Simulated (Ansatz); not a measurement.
SnMeF3 (CH₃F₃Sn), 8 atoms. Hardware: 2 threads of Intel Xeon Platinum 8488C on a shared host.

In the def2 sets Sn takes a core potential; there is no spin–orbit coupling. Correlated methods freeze 8 core orbitals; core or outer-core shells of Sn are correlated, in sets that lack core-valence functions.

How many basis functions does each of these Ansatz runs have, and roughly what does it cost? PBE-D4/def2-SVP, charge 0 singlet, energy, from earlier orbitals; revPBE-D4/def2-TZVP, charge 0 singlet, energy, from earlier orbitals; PBE-D4/def2-TZVP, charge 0 singlet, energy and forces, from earlier orbitals; PBE0-D4/def2-SVP, charge 0 singlet, energy, from earlier orbitals; PBE0-D4/def2-TZVP, charge 0 singlet, energy, from earlier orbitals; HF/STO-3G, charge 0 singlet, energy; r2SCAN-D4/def2-TZVP, charge 0 singlet, energy, from earlier orbitals; PBE-D4/def2-SVP, charge 0 singlet, relaxation, 5 steps; CAM-B3LYP-D4/def2-TZVP, charge 0 singlet, energy, from earlier orbitals; MP2/def2-TZVP, charge 0 singlet, energy, from earlier orbitals; CCSD(T)/def2-SVP, charge 0 singlet, energy, from earlier orbitals; PBE0-D4/def2-SVP, charge 0 singlet, energy with a search over starts.

Other jobs shared the machine, so times can vary by a factor of up to 3. A dash marks memory too small to be measured apart from the calling script's.

```tsv
run	functions	fitting or Cholesky vectors	wall time	peak host memory (GiB)
HF/STO-3G, charge 0 singlet, energy	50	696	0.4 s	–
PBE-D4/def2-SVP, charge 0 singlet, energy, from earlier orbitals	97	1067	0.9 s	–
PBE0-D4/def2-SVP, charge 0 singlet, energy, from earlier orbitals	97	1026	1.4 s	–
revPBE-D4/def2-TZVP, charge 0 singlet, energy, from earlier orbitals	192	1168	1.6 s	–
PBE-D4/def2-TZVP, charge 0 singlet, energy and forces, from earlier orbitals	192	1168	2.1 s	–
PBE0-D4/def2-SVP, charge 0 singlet, energy with a search over starts	97	1026	2.1 s	–
PBE0-D4/def2-TZVP, charge 0 singlet, energy, from earlier orbitals	192	1241	2.6 s	–
r2SCAN-D4/def2-TZVP, charge 0 singlet, energy, from earlier orbitals	192	1168	2.8 s	–
MP2/def2-TZVP, charge 0 singlet, energy, from earlier orbitals	192	1449	2.9 s	–
CAM-B3LYP-D4/def2-TZVP, charge 0 singlet, energy, from earlier orbitals	192	1212	3 s	–
PBE-D4/def2-SVP, charge 0 singlet, relaxation, 5 steps	97	1067	6 s	–
CCSD(T)/def2-SVP, charge 0 singlet, energy, from earlier orbitals	97	1026	8.5 s	–
```
